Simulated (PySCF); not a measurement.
**Electron correlation in V+ (vanadium, charge +1)**

[Ar] 3d4, high-spin 5D determinant. All numbers are calculated (PySCF 2.14, scalar relativity by spin-free X2C-1e, in x2c-TZVPPall with one added diffuse shell each of s, p, d, f type (7s6p5d3f1g, 80 functions)). Frozen: [Ne]; 12 electrons correlated.

MP2 pair energies summed by pair of shells (mhartree):

| pair | energy | share (%) |
| --- | --- | --- |
| 3p-3d | -135.03 | 40.2 |
| 3p-3p | -95.40 | 28.4 |
| 3d-3d | -44.93 | 13.4 |
| 3s-3p | -33.10 | 9.9 |
| 3s-3d | -21.97 | 6.5 |
| 3s-3s | -5.34 | 1.6 |

Total MP2 correlation energy: -335.77 mhartree.

Same-spin part -121.39 and opposite-spin part -214.38 mhartree; SCS-MP2 scales them by 1/3 and 6/5 to -297.72 mhartree.

This basis was not built for core-valence correlation, so the inner-shell part is incomplete.
